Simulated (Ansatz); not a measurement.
Abridged output of a molecular run in Ansatz:

```
Functional definition: HF
  name "HF"
  cite "Fock, Z. Phys. 61, 126 (1930) doi:10.1007/BF01340294"
  parent pbe
  exchange = exact_x
  correlation = 0
885 factors; integrals over basis functions are off by at most 1.3e-3 eV
mean field evaluation 1: about -73083.3397 eV, gradient 4.5e1 eV
mean field evaluation 2: about -73083.3760 eV, gradient 4.5e1 eV
mean field evaluation 4: about -73087.2046 eV, gradient 2.6e0 eV
mean field evaluation 8: about -73087.2313 eV, gradient 1.7e-1 eV
mean field -73087.23148885 eV, -2685.9062169103 hartree, gradient 1.9e-6 eV, S^2 0.000000; 0 other end points of the search recorded, 0 dependent functions left out
16 core orbitals not correlated: weight in the atoms' cores, before any rotation towards them, 1.000 or more for the frozen orbitals, at most 0.000 for the correlated occupied ones
reference -73087.23148885 eV, -2685.9062169103 hartree; 18, 18 occupied and 59, 59 virtual orbitals, 885 factors
second order -20.02097514 eV of doubles, -0.00000000 eV of singles
cycle   1  -19.92138641 eV  change    1.0e-1 eV  update   9.9e-2
cycle   2  -20.40076532 eV  change   -4.8e-1 eV  update   2.8e-2
cycle   3  -20.50394188 eV  change   -1.0e-1 eV  update   1.4e-2
cycle   4  -20.49475584 eV  change    9.2e-3 eV  update   2.9e-3
cycle   5  -20.49420438 eV  change    5.5e-4 eV  update   1.3e-3
cycle   6  -20.49450208 eV  change   -3.0e-4 eV  update   3.9e-4
cycle   7  -20.49429096 eV  change    2.1e-4 eV  update   1.3e-4
cycle   8  -20.49426904 eV  change    2.2e-5 eV  update   3.5e-5
perturbative correction -0.47468160 eV, -0.0174442272 hartree
Total energy: -73108.20043949 eV, -2686.6768116332 hartree
```

Its atoms:

Z-matrix (Å, degrees):
```
Ge
O 1 1.752
Cl 1 2.153 2 111.1
O 1 1.762 2 107.9 3 -115.9
H 1 1.523 2 107.5 3 120.2
H 2 0.961 1 112.7 3 72.2
H 4 0.961 1 112.5 2 135.0
```

Question: Which basis set was used?
A. cc-pV(T+d)Z
B. cc-pV(Q+d)Z
C. def2-SVP
D. def2-TZVPP

Answer: C. It gives 93 functions.

Question: Write the keys of the input that set method, charge and spin (a neutral closed shell needs none for the last two).

Answer: 
```yaml
correlation: {method: ccsd_t}
```
